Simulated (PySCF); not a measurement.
A PySCF run on SbF⁻

State: ²Π (doublet), unpaired electrons π ↑.

An equivalent input (the run itself took its basis sets from the Basis Set Exchange, started from a PBE0 density and held the occupation σ 7α 7β, πx 4α 3β, πy 4α 4β, δx 1α 1β, δy 1α 1β):

```python
from pyscf import gto, dft
mol = gto.M(atom='Sb 0 0 0; F 0 0 2.079', basis={'Sb': 'def2-SVPD', 'F': 'def2-SVPD'}, ecp={'Sb': 'def2-SVPD'},
            charge=-1, spin=1, verbose=4, symmetry='C2v')
mf = dft.UKS(mol, xc='M06')
mf.grids.atom_grid = (80, 434)
mf.grids.prune = dft.gen_grid.treutler_prune
mf.irrep_nelec = {'A1': (8, 8), 'A2': (1, 1), 'B1': (4, 3), 'B2': (4, 4)}
mf.conv_tol = 1e-9
mf.max_cycle = 60
mf.diis_space = 10
mf.kernel()
```

The log (some set-up lines and the per-cycle HOMO/LUMO lines removed):

```
******** <class 'pyscf.dft.uks_symm.SymAdaptedUKS'> ********
method = SymAdaptedUKS
damping factor = 0
level_shift factor = 0
DIIS = <class 'pyscf.scf.diis.CDIIS'>
diis_start_cycle = 1
diis_space = 10
diis_damp = 0
SCF conv_tol = 1e-09
SCF conv_tol_grad = None
SCF max_cycles = 60
number electrons alpha = 17  beta = 16
Set gradient conv threshold to 3.16228e-05
init E= -340.082932448739
cycle= 1 E= -340.08356641972  delta_E= -0.000634  |g|= 0.0496  |ddm|= 0.18
cycle= 2 E= -340.080724839529  delta_E= 0.00284  |g|= 0.103  |ddm|= 0.0964
cycle= 3 E= -340.08452058628  delta_E= -0.0038  |g|= 0.00229  |ddm|= 0.0591
cycle= 4 E= -340.084524191298  delta_E= -3.61e-06  |g|= 0.000709  |ddm|= 0.00666
cycle= 5 E= -340.084524449599  delta_E= -2.58e-07  |g|= 0.00012  |ddm|= 0.00142
cycle= 6 E= -340.084524465839  delta_E= -1.62e-08  |g|= 6.3e-05  |ddm|= 0.000393
cycle= 7 E= -340.084524469788  delta_E= -3.95e-09  |g|= 8.54e-06  |ddm|= 0.000137
cycle= 8 E= -340.084524469944  delta_E= -1.57e-10  |g|= 1.35e-06  |ddm|= 3.94e-05
Extra cycle  E= -340.084524469948  delta_E= -3.3e-12  |g|= 1.12e-06  |ddm|= 5.63e-06
converged SCF energy = -340.084524469948  <S^2> = 0.75151945  2S+1 = 2.0015189
```

Repeating this along the bond gives Re = 2.081 Å and ωe = 455 cm⁻¹.

A point of this curve took 1.1 CPU seconds beside 0.13 for the integrals (shared host).

Spin–orbit coupling is left out. The highest Kohn–Sham level is positive in this anion. Much of that is self-interaction error, but it also means that the finite basis helps to hold the extra electron. The state was picked by a PBE0 search and need not be the measured ground state.
